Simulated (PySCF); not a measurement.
**Löwdin shares of the frontier orbitals**

Species: C4H5ClOSi.
SMILES with atom numbers: `[O:1]=[CH:2][C:3]1=[CH:4][SiH2:5][C@H:6]1[Cl:7]` (hydrogens: H8 on C2; H9 on C4; H10, H11 on Si5; H12 on C6)

Cartesian coordinates in Å at the GFN2-xTB level; atoms count from 1:
```xyz
12
C4H5ClOSi angstrom
O      2.633    1.069    0.353
C      2.036    0.028    0.258
C      0.601   -0.111    0.030
C     -0.102   -1.222   -0.266
Si    -1.772   -0.329   -0.388
C     -0.420    0.998    0.048
Cl    -0.573    1.726    1.676
H      2.563   -0.947    0.326
H      0.299   -2.216   -0.389
H     -2.349   -0.220   -1.723
H     -2.723   -0.595    0.679
H     -0.192    1.819   -0.629
```

Level of theory: TDDFT wB97X-D/def2-SVPD, vertical, gas phase, core orbitals frozen in the response in PySCF 2.14.0, density-fitted response routines.

Frontier orbitals with the atoms that hold most of them (Löwdin shares over 4%, at most four atoms; ? is withheld):

```json
{"orbital": "LUMO+2", "ε (eV)": "1.72", "atoms": "Cl7 31%, C6 16%, Si5 11%, C4 10%"}
{"orbital": "LUMO+1", "ε (eV)": "1.19", "atoms": "Si5 42%, H10 13%, H11 11%, C6 9%"}
{"orbital": "LUMO", "ε (eV)": "-0.67", "atoms": "?"}
{"orbital": "HOMO", "ε (eV)": "-9.50", "atoms": "?"}
{"orbital": "HOMO-1", "ε (eV)": "-10.01", "atoms": "Cl7 36%, O1 20%, C6 12%, Si5 8%"}
{"orbital": "HOMO-2", "ε (eV)": "-10.33", "atoms": "Cl7 39%, C3 20%, C4 19%, O1 8%"}
{"orbital": "HOMO-3", "ε (eV)": "-10.61", "atoms": "Cl7 38%, C3 14%, C6 12%, C4 12%"}
```

**Question.** Give the leading atoms of the HOMO.

**Answer.** O1 (bonded to C) 30%; Cl7 (bonded to C) 25%; C6 (bonded to C, Cl, Si and H) 11%; C2 (bonded to C, O and H) 10%. By element: oxygen 30%, chlorine 25%, carbon 21% or more.

**Question.** Which atoms hold the LUMO, and with what shares?

**Answer.** C4 (bonded to C, Si and H) 26%; O1 (bonded to C) 21%; C2 (bonded to C, O and H) 20%; C3 (bonded to 3 C) 19%. By element: carbon 64% or more, oxygen 21%.

**Question.** How does S1 compare with the orbital gap of 8.83 eV?

**Answer.** S1 is at 3.53 eV (f = 0.0010), 5.30 eV below the gap, made of HOMO→LUMO (70%), HOMO-1→LUMO (20%). 

Next come S2 at 4.91 eV (f 0.0027), HOMO-1→LUMO (69%), HOMO→LUMO (24%); S3 at 5.51 eV (f 0.015), HOMO-2→LUMO (54%), HOMO-3→LUMO (29%); S4 at 5.85 eV (f 0.270), HOMO-3→LUMO (54%), HOMO-2→LUMO (37%); S5 at 6.24 eV (f 0.0012), HOMO-4→LUMO (53%), HOMO→LUMO+2 (15%).

Löwdin shares depend on the basis, the more so with diffuse functions.

On one thread of an Arm Neoverse V2, on a shared host, this took 37 s (grids of density and orbitals included) and 0.83 GiB of memory at its peak.

One conformer stands for the species.
